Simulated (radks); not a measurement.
Br II, 34 electrons, occupied as [Ar] 3d10 4s2 4p4.

Method: Dirac Kohn-Sham, LDA (Slater exchange, Perdew-Wang correlation), spin-unpolarised, spherical densities, point nucleus; open shells are shared between the two j in proportion to 2j + 1; speed of light set to 274.072 atomic units (2 times the physical value, a model run); computed with a radial shooting solver on a logarithmic mesh with Libxc functionals.

Energy parts (hartree):
part                       energy
total                 -2578.11542
kinetic                2591.97624
electron-nucleus      -6169.33415
Hartree                1086.85802
exchange-correlation    -87.61554

Orbitals (lengths in bohr, moments of r in powers of bohr; r(max) is where P^2 peaks):
orbital     occ.  eigenvalue (hartree)       <r^4>   r(max)  small-component weight
1s1/2          2             -482.6154  0.00001641  0.02866                3.97e-03
2s1/2          2             -62.57482    0.003308   0.1623                7.79e-04
2p1/2          2             -56.48601    0.002282   0.1281                7.79e-04
2p3/2          4             -56.06280    0.002327   0.1289                7.75e-04
3s1/2          2              -8.89409      0.2082   0.4920                1.87e-04
3p1/2          2              -6.76681      0.2400   0.4829                1.75e-04
3p3/2          4              -6.70603      0.2444   0.4851                1.73e-04
3d3/2          4              -2.92372      0.3991   0.4286                1.44e-04
3d5/2          6              -2.91366      0.4018   0.4293                1.43e-04
4s1/2          2              -1.10195       15.37    1.419                2.96e-05
4p1/2    1.33333              -0.65165       33.11    1.619                2.13e-05
4p3/2    2.66667              -0.64643       33.73    1.627                2.11e-05

The highest occupied level is 4p3/2 at -17.590 eV. The density falls to 0.001 e/bohr^3 at r = 3.83 bohr.
